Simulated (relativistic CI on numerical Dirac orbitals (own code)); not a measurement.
**A ladder of approximations for the levels of B²⁺**

Calculated with a relativistic CI code on KLI orbitals (one set per configuration, finite nucleus), adding one ingredient at a time: step 1, Dirac-Coulomb, each configuration alone; step 2, with Breit and QED terms; step 3, with configuration mixing; step 4, with scaled Slater integrals (0.85); step 5, with a P86 correlation estimate; step 6, tied to the ionisation limit. P86 is a density functional for the correlation energy, evaluated here for each configuration and added to its levels. Step 6 is semi-empirical: configurations made of the next ion and one excited electron move by -1155 cm⁻¹, so that their limit matches the tabulated ionisation energy, and those with a non-penetrating f or g electron also take the P86 value of the least penetrating other one.

Configuration list (outside the closed core 1s2): 2s, 2p, 3s, 3p, 3d, 4s, 4d, 5s, 5p, 6d, 4p, 4f.

Computed minus measured energy above the ground level, in cm⁻¹, for 9 of the 11 excited levels that pair in every step (one J of a term; a digit in brackets numbers repeated terms):

```
Configuration  Term    J  Measured  Step 1  Step 2  Step 3  Step 4  Step 5  Step 6
           2p   2P°  1/2     48358     521     518     518     518    1305     150
           3s    2S  1/2    180202    -670    -685    -684    -684     388    -767
           3p   2P°  1/2    192949    -455    -470    -469    -469     588    -566
           3d    2D  5/2    196071    -871    -891    -891    -891   -1033   -2188
           4s    2S  1/2    237696    -828    -846    -845    -845     545    -609
           4d    2D  5/2    244139    -914    -933    -933    -933     157    -998
           5s    2S  1/2    263156    -887    -906    -905    -905     868    -286
           5p   2P°  3/2    265720    -823    -843    -842    -842     958    -197
           6d    2D  5/2    278474    -943    -963    -963    -963    1174      19
```

Mean absolute errors in cm⁻¹, over all paired levels and for the configurations:

```
Configuration, levels  Step 1  Step 2  Step 3  Step 4  Step 5  Step 6
              all, 11     718     731     731     731     809     591
                2p, 2     525     516     516     516    1303     149
                3s, 1     670     685     684     684     388     767
                3p, 2     454     471     471     471     587     567
                3d, 1     871     891     891     891    1033    2188
                4s, 1     828     846     845     845     545     609
                4d, 1     914     933     933     933     157     998
                5s, 1     887     906     905     905     868     286
                5p, 1     823     843     842     842     958     197
                6d, 1     943     963     963     963    1174      19
```

Measured levels: Moore, Atomic Energy Levels, vol. I, NSRDS-NBS 35 (1971 reprint of NBS Circular 467, 1949). The analysis dates from before 1960.

**Question.** What does each ingredient do to the ground and the excited configurations, and where is the model closest to experiment?

**Answer.** Mixing lowers the ground level by 0; relative to it the configurations that move most are 5s by +1, 5p by +1, 4s by +1. The P86 estimate moves 6d by +2136, 5p by +1800, 5s by +1774, and takes the mean absolute error of the excited configurations from 731 to 809. Step 6 takes that error from 809 to 591; the error more than halves for 2p, 5s, 5p, 6d; it grows for 3s, 3d, 4d. The shift fits the limit, so it does little for low levels whose errors differ from those near the limit. The mean absolute error is lowest at step 6 (591 cm⁻¹), and the largest single drop is from step 5 to 6 (809 to 591).
